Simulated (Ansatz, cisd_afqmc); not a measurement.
System: Pb, charge 1, doublet.

Total energies in def2-QZVPPD, 3 correlated electrons, 9 frozen orbitals. Open shells are spin-unrestricted; no spin-orbit coupling. Correlated methods leave the cores frozen (noble-gas shells, and filled d and f shells in the p block). Past Kr the def2 sets carry scalar-relativistic core potentials. AFQMC/CISD: phaseless, guided by CISD from CCSD amplitudes; bars are statistical, one sigma. Outlying blocks are dropped, and bars are widened where a walk drifts. Over all cases where full CI ran beside it in this data, AFQMC minus full CI had a median of +0.1 mEh and passed +0.4 mEh in a tenth of the cases. Spin-orbit terms, left out, reach several kcal/mol for Br and I, and more for heavier atoms.

```tsv
method	program	energy (Eh)	minus CCSDT (mEh)
HF	Ansatz	-191.59503	38.22
MP2	Ansatz	-191.62464	8.61
CCSD	Ansatz	-191.63266	0.60
CCSD(T)	Ansatz	-191.63314	0.12
CCSDT	Ansatz	-191.63325	0.00
AFQMC/CISD	cisd_afqmc	-191.6332 ± 0.0001	0.0 ± 0.1
```

Ansatz is an electronic-structure program.
